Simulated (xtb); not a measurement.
Species: [Zr(F)2(Br)2] (charge 0, multiplicity 1).

Task: Give a relaxed geometry from GFN2-xTB run with xtb.

Result: the end point of this relaxation.
Cartesian coordinates (Å) in one orientation:
```xyz
5

Zr    -0.045     0.115     0.021
F      1.145     1.497     0.185
F     -1.859     0.325     0.151
Br     0.406    -0.978    -2.151
Br     0.607    -1.605     1.674
```
